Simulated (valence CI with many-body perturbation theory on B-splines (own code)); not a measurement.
**E1 line list for Ti⁺**

Computed by valence CI with perturbative core correlation (CI+MBPT): three valence electrons over a frozen Dirac-Fock core [Ar], radial functions for each j: 7 s, 7 p, 8 d, 6 f, 4 g, 1 h, with the one-electron correlation potential Σ1, the two-electron term Σ2, the three-electron term Σ3, Breit, model QED; selected CI, second order for the rest, scaled by the run's own slope (own B-spline code, finite nucleus).

Set against measurement, 52 paired levels are off by 450 cm⁻¹ on average, the worst by 1295. These come from a selection out of the NIST Handbook of Basic Atomic Spectroscopic Data. Levels without a partner in it may be off by more, other configurations by 1,000 to 4,000 cm⁻¹.

Lines 151 to 200 of 421 in falling wavelength, among levels below 80950 cm⁻¹, chosen from the strongest by gf and those to the six lowest levels. Wavelengths and rates use the calculated energies, so an error of 400 cm⁻¹ moves a line at 330.4 nm by 1.3 % and its rate by three times that or more. Electric multipoles are in the length gauge, E1 and E2 with the static RPA response of the core. Weak lines are less certain than strong ones. Lines between different terms over intervals too small for the method are left out, as are lines whose strength nearly cancels. Where a level lies close to another of its J and parity, the split of strength between their lines is uncertain. The highest levels of a list are the least certain.

Names give the largest LS component (configuration and term), which can be under half, so a name can repeat, a term be missing and a line seem to break the LS rules; names also repeat where a configuration has a term twice. Letters in brackets count levels of one name in rising energy.

| λ vac (nm) | λ from measured levels | Upper | Lower | A (s⁻¹) | log gf | Branch % |
| --- | --- | --- | --- | --- | --- | --- |
| 332.7 |  | 3d2 4p 4D°_3/2 [b] | 3d2 4s 4P_3/2 | 8.74e+07 | -0.24 | 38.0 |
| 332.6 |  | 3d2 4p 2H°_11/2 | 3d2 4s 2G_9/2 | 1.68e+08 | 0.52 | 80.6 |
| 332.1 |  | 3d2 4p 4D°_3/2 [b] | 3d2 4s 4P_1/2 | 6.77e+07 | -0.35 | 29.4 |
| 332.0 |  | 3d2 4p 4D°_5/2 [b] | 3d2 4s 4P_5/2 | 5.26e+07 | -0.28 | 22.7 |
| 331.8 |  | 3d2 4p 2D°_3/2 [b] | 3d2 4s 2D_5/2 | 7.94e+07 | -0.28 | 47.4 |
| 331.0 |  | 3d2 4p 4D°_5/2 [b] | 3d2 4s 4P_3/2 | 1.13e+08 | 0.05 | 48.7 |
| 330.4 | 325.5 | 3d2 4p 4F°_7/2 | 3d2 4s 4F_9/2 | 2.05e+07 | -0.57 | 8.4 |
| 330.3 | 325.4 | 3d2 4p 4F°_5/2 | 3d2 4s 4F_7/2 | 3.62e+07 | -0.45 | 14.9 |
| 330.2 | 325.3 | 3d2 4p 4F°_3/2 | 3d2 4s 4F_5/2 | 4.04e+07 | -0.58 | 16.9 |
| 329.7 |  | 3d2 5s 4P_5/2 | 3d2 4p 4P°_5/2 | 6.72e+07 | -0.18 | 20.9 |
| 329.7 |  | 3d2 4p 4D°_7/2 [b] | 3d2 4s 4P_5/2 | 1.71e+08 | 0.35 | 72.2 |
| 329.4 |  | 3d2 4p 2D°_5/2 [b] | 3d2 4s 2D_5/2 | 4.44e+07 | -0.36 | 30.0 |
| 329.3 |  | 3d2 4p 2G°_9/2 [b] | 3d3 2H_11/2 | 7.76e+07 | 0.10 | 27.6 |
| 329.2 | 324.3 | 3d2 4p 4F°_3/2 | 3d2 4s 4F_3/2 | 1.41e+08 | -0.04 | 58.9 |
| 328.9 | 324.0 | 3d2 4p 4F°_5/2 | 3d2 4s 4F_5/2 | 1.19e+08 | 0.06 | 49.2 |
| 328.7 |  | 3d2 4p 2G°_7/2 [b] | 3d3 2H_9/2 | 8.18e+07 | 0.03 | 29.1 |
| 328.6 | 323.8 | 3d2 4p 4F°_7/2 | 3d2 4s 4F_7/2 | 1.34e+08 | 0.24 | 55.1 |
| 328.4 | 323.5 | 3d2 4p 4F°_9/2 | 3d2 4s 4F_9/2 | 1.68e+08 | 0.43 | 68.4 |
| 328.4 |  | 3d2 4p 2F°_5/2 [b] | 3d3 2G_7/2 | 6.45e+07 | -0.20 | 25.1 |
| 328.0 |  | 3d2 4p 2F°_7/2 [b] | 3d3 2G_9/2 | 6.52e+07 | -0.08 | 24.1 |
| 327.9 | 323.0 | 3d2 4p 4F°_5/2 | 3d2 4s 4F_3/2 | 2.94e+07 | -0.55 | 12.2 |
| 327.7 |  | 3d2 5s 2G_9/2 | 3d2 4p 2H°_11/2 | 1.16e+08 | 0.27 | 36.2 |
| 327.7 |  | 3d2 4p 2P°_3/2 [a] | 3d2 4s 2D_5/2 | 1.14e+08 | -0.13 | 50.0 |
| 327.3 | 322.8 | 3d2 4p 2F°_5/2 [a] | 3d2 4s 4F_7/2 | 1.54e+06 | -1.83 | 1.1 |
| 327.2 | 322.4 | 3d2 4p 4F°_7/2 | 3d2 4s 4F_5/2 | 3.13e+07 | -0.40 | 12.9 |
| 326.6 | 321.8 | 3d2 4p 4F°_9/2 | 3d2 4s 4F_7/2 | 2.03e+07 | -0.49 | 8.3 |
| 326.4 |  | 3d2 4p 2P°_1/2 [a] | 3d2 4s 2D_3/2 | 2.06e+08 | -0.18 | 79.4 |
| 326.1 | 321.6 | 3d2 4p 2F°_7/2 [a] | 3d2 4s 4F_9/2 | 3.03e+06 | -1.41 | 2.1 |
| 326.1 |  | 3d2 5s 2D_5/2 | 3d2 4p 2F°_7/2 [b] | 1.27e+08 | 0.09 | 40.4 |
| 326.0 | 321.4 | 3d2 4p 2F°_5/2 [a] | 3d2 4s 4F_5/2 | 5.70e+05 | -2.26 | 0.4 |
| 325.8 | 316.9 | 3d2 4p 4D°_7/2 [a] | 3d3 4F_9/2 | 5.41e+07 | -0.16 | 21.1 |
| 325.3 |  | 3d2 4p 2P°_1/2 [c] | 3d2 4s 2S_1/2 | 1.65e+08 | -0.28 | 47.3 |
| 325.3 |  | 3d2 5s 2G_7/2 | 3d2 4p 2H°_9/2 | 1.21e+08 | 0.19 | 37.7 |
| 325.2 | 316.3 | 3d2 4p 4D°_5/2 [a] | 3d3 4F_7/2 | 4.74e+07 | -0.35 | 18.8 |
| 325.1 | 316.3 | 3d2 4p 4D°_3/2 [a] | 3d3 4F_5/2 | 4.77e+07 | -0.52 | 18.6 |
| 325.1 | 316.2 | 3d2 4p 4D°_1/2 [a] | 3d3 4F_3/2 | 6.09e+07 | -0.71 | 23.5 |
| 325.0 | 320.4 | 3d2 4p 2F°_5/2 [a] | 3d2 4s 4F_3/2 | 1.47e+06 | -1.85 | 1.1 |
| 324.5 |  | 3d2 5s 2D_3/2 | 3d2 4p 2F°_5/2 [b] | 1.42e+08 | -0.05 | 45.1 |
| 324.4 | 319.8 | 3d2 4p 2F°_7/2 [a] | 3d2 4s 4F_7/2 | 9.04e+05 | -1.94 | 0.6 |
| 324.4 | 315.5 | 3d2 4p 4D°_3/2 [a] | 3d3 4F_3/2 | 1.16e+07 | -1.13 | 4.5 |
| 324.2 |  | 3d2 4p 2F°_5/2 [b] | 3d2 4s 2D_3/2 | 1.27e+08 | 0.08 | 49.6 |
| 324.1 | 315.3 | 3d2 4p 4D°_5/2 [a] | 3d3 4F_5/2 | 9.50e+06 | -1.05 | 3.8 |
| 323.8 |  | 3d2 4p 2P°_3/2 [c] | 3d2 4s 2S_1/2 | 1.67e+08 | 0.02 | 48.1 |
| 323.4 | 314.6 | 3d2 4p 4D°_5/2 [a] | 3d3 4F_3/2 | 4.93e+05 | -2.33 | 0.2 |
| 323.1 |  | 3d2 4p 2F°_7/2 [b] | 3d2 4s 2D_5/2 | 1.45e+08 | 0.26 | 53.7 |
| 323.0 | 318.5 | 3d2 4p 2F°_7/2 [a] | 3d2 4s 4F_5/2 | 2.29e+05 | -2.54 | 0.2 |
| 321.6 |  | 3d2 4d 2D_3/2 [c] | 3d2 4p 2F°_5/2 [c] | 1.09e+08 | -0.17 | 29.2 |
| 321.3 |  | 3d2 5s 4F_9/2 | 3d2 4p 4F°_9/2 | 9.94e+07 | 0.19 | 31.4 |
| 321.3 |  | 3d2 5s 4F_7/2 | 3d2 4p 4F°_7/2 | 8.04e+07 | 0.00 | 25.4 |
| 321.1 |  | 3d2 5s 4F_5/2 | 3d2 4p 4F°_5/2 | 7.11e+07 | -0.18 | 22.5 |
